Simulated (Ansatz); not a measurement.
Process, species as SMILES: B=[N] (BH-N) → B=[N-] (an electron is taken up)
B3LYP-D3(BJ)/def2-TZVP geometries, fixed; electronic energies without zero-point terms; positive where energy is released.

Effect of the final integration grid (spheres per factor e of radius in core and valence, angular degree) at PBE/aug-cc-pVQZ with Ansatz (a program for electronic structure), against the last row, where the adiabatic electron affinity is 3.02 eV. Open shells are unrestricted. The default's grid is 13, 11, 36.

```json
[
 {"setting": "accuracy: medium (default)", "largest shift of a total energy (mEh)": "0.000", "shift of the adiabatic electron affinity (eV)": "0.000"},
 {"setting": "final_grid: 4, 3, 11", "largest shift of a total energy (mEh)": "0.253", "shift of the adiabatic electron affinity (eV)": "-0.001"},
 {"setting": "final_grid: 6, 5, 17", "largest shift of a total energy (mEh)": "0.048", "shift of the adiabatic electron affinity (eV)": "0.001"},
 {"setting": "final_grid: 8, 7, 23", "largest shift of a total energy (mEh)": "0.004", "shift of the adiabatic electron affinity (eV)": "0.000"},
 {"setting": "final_grid: 10, 9, 29", "largest shift of a total energy (mEh)": "0.001", "shift of the adiabatic electron affinity (eV)": "0.000"},
 {"setting": "final_grid: 18, 15, 47", "largest shift of a total energy (mEh)": "0.000", "shift of the adiabatic electron affinity (eV)": "0.000"},
 {"setting": "final_grid: 26, 22, 59", "largest shift of a total energy (mEh)": "0.000", "shift of the adiabatic electron affinity (eV)": "0.000"}
]
```

Within 0.002 eV in the adiabatic electron affinity: accuracy: medium (default); final_grid: 4, 3, 11; final_grid: 6, 5, 17; final_grid: 8, 7, 23; final_grid: 10, 9, 29; final_grid: 18, 15, 47. The largest shift is 0.253 mEh in a total energy and 0.001 eV in the difference.
